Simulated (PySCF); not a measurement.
Electron correlation in Ar⁺ (argon, charge +1)

[Ne] 3s2 3p5, 2P determinant. Computed with PySCF 2.14 in aug-cc-pwCVTZ (8s7p5d3f, 75 functions), with the non-relativistic Hamiltonian (point nucleus). Frozen: [Ne]; 7 electrons correlated.

```json
{"level": "CCSD", "correlation energy (mhartree)": "-197.63"}
{"level": "(T)", "correlation energy (mhartree)": "-5.98"}
{"level": "CCSD(T)", "correlation energy (mhartree)": "-203.61"}
```

Diagnostics: T1 = 0.0067, D1 = 0.0225, largest double amplitude 0.043.

Cost of the coupled-cluster step: of the order of 11 core-seconds, for 7 correlated electrons.

Iterations:

```
CC2 = 0
CCSD nocc = (np.int64(4), np.int64(3)), nmo = (70, 70)
frozen orbitals [[0, 1, 2, 3, 4], [0, 1, 2, 3, 4]]
max_cycle = 100
direct = 0
conv_tol = 1e-08
conv_tol_normt = 1e-06
diis_space = 8
diis_start_cycle = 0
Init t2, MP2 energy = -0.173192077439274
Init E_corr(UCCSD) = -0.17319207744039
cycle = 1  E_corr(UCCSD) = -0.19192553516868  dE = -0.0187334577  norm(t1,t2) = 0.0371956
cycle = 2  E_corr(UCCSD) = -0.195934723433286  dE = -0.00400918826  norm(t1,t2) = 0.011979
cycle = 3  E_corr(UCCSD) = -0.197688013766533  dE = -0.00175329033  norm(t1,t2) = 0.00485485
cycle = 4  E_corr(UCCSD) = -0.197628042913608  dE = 5.99708529e-05  norm(t1,t2) = 0.000591505
cycle = 5  E_corr(UCCSD) = -0.197624766446013  dE = 3.27646759e-06  norm(t1,t2) = 8.74849e-05
cycle = 6  E_corr(UCCSD) = -0.197626450891019  dE = -1.68444501e-06  norm(t1,t2) = 2.36791e-05
cycle = 7  E_corr(UCCSD) = -0.197626438494276  dE = 1.23967426e-08  norm(t1,t2) = 5.12602e-06
cycle = 8  E_corr(UCCSD) = -0.197626416457755  dE = 2.20365216e-08  norm(t1,t2) = 1.07218e-06
cycle = 9  E_corr(UCCSD) = -0.197626422939412  dE = -6.48165754e-09  norm(t1,t2) = 2.92395e-07
UCCSD converged
E(UCCSD) = -526.47605789828  E_corr = -0.1976264229394122
UCCSD(T) correction = -0.00597925466384797
```
